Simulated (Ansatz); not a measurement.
Ansatz results at the PBE0-D4/def2-TZVP geometry: HOMO energy (B3LYP/def2-TZVPP) -7.55 eV; LUMO energy (ωB97M-V/def2-TZVPP) 0.67 eV; zero-point energy (PBE0-D4/def2-TZVP) 196.9 kJ/mol.

Each molecule was computed in one conformer, which needn't be the lowest.

Question: Which molecule gave them?
A. `B[SiH2]N[SiH2]F`
B. `C[N]([AlH2])[AlH2]`
C. `[NH2][Al]1[NH][SiH2]1`
D. `C#CC`

Answer: A. The others give `C#CC`: -7.49, 2.86, 146.4; `[NH2][Al]1[NH][SiH2]1`: -6.20, 0.70, 152.6; `C[N]([AlH2])[AlH2]`: -7.13, 0.54, 186.1.

B3LYP here is the variant with VWN-RPA as its local correlation; programs differ in this.
